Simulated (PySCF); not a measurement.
**Distorted geometries of Bi2O2(OH)2**

Bi2O2(OH)2 (singlet; a saddle point, relaxed within its symmetry). PySCF 2.14.0, RKS B3LYP, Bi def2-SVP with ECP60, O def2-SVP, H def2-SVP; non-relativistic Hamiltonian with scalar-relativistic core potentials where named; density fitting; no spin-orbit coupling. Relaxed geometry:

```xyz
8

Bi   -0.0712    0.4177    1.6253
Bi   -0.0712    0.4177   -1.6253
O     0.5634    1.6242    0.0000
O    -0.5987   -0.8397    0.0000
O     1.7555   -0.4451    2.1884
H     2.2906   -0.7138    1.4259
O     1.7555   -0.4451   -2.1884
H     2.2906   -0.7138   -1.4259
```

**Question.** Order these distorted geometries by energy above the relaxed one, lowest first.
A.
```xyz
8

Bi   -0.0655    0.4734    1.6367
Bi   -0.0415    0.3783   -1.6141
O     0.5808    1.6472    0.0260
O    -0.6233   -0.8582   -0.0273
O     1.7121   -0.4692    2.1635
H     2.2697   -0.7511    1.4274
O     1.7637   -0.4204   -2.1809
H     2.3185   -0.6979   -1.4312
```
B.
```xyz
8

Bi   -0.2139    0.4919    1.4411
Bi   -0.0050    0.3447   -1.5334
O     0.6058    1.6239   -0.0042
O    -0.5407   -1.0441    0.2478
O     1.5063   -0.2316    2.3826
H     2.1759   -0.9288    1.1536
O     2.0307   -0.2418   -2.2356
H     2.3554   -0.7121   -1.4519
```
C.
```xyz
8

Bi    0.0024    0.5856    1.6117
Bi   -0.0165    0.4932   -1.7036
O     0.6624    1.6256    0.0038
O    -0.5431   -0.7305    0.0274
O     1.6368   -0.6165    2.2163
H     2.2305   -0.7399    1.2118
O     1.7584   -0.5549   -2.0227
H     2.1834   -0.7605   -1.3447
```

**Answer.** A (0.09 eV), C (1.68 eV), B (4.13 eV).

**Question.** Which forces (eV/Å) act in the one that lies 1.68 eV up?

**Answer.** 
```
Bi   -0.77  -1.20   1.04
Bi    0.34  -0.69   1.97
O     0.63   1.10  -1.72
O    -0.29   0.48  -0.81
O     2.70  -0.17  -4.65
H    -2.52   0.36   4.55
O    -6.18   3.14 -10.45
H     6.09  -3.02  10.08
```
Forces carry noise of the integration grid, about 0.01 to 0.03 eV/Å.
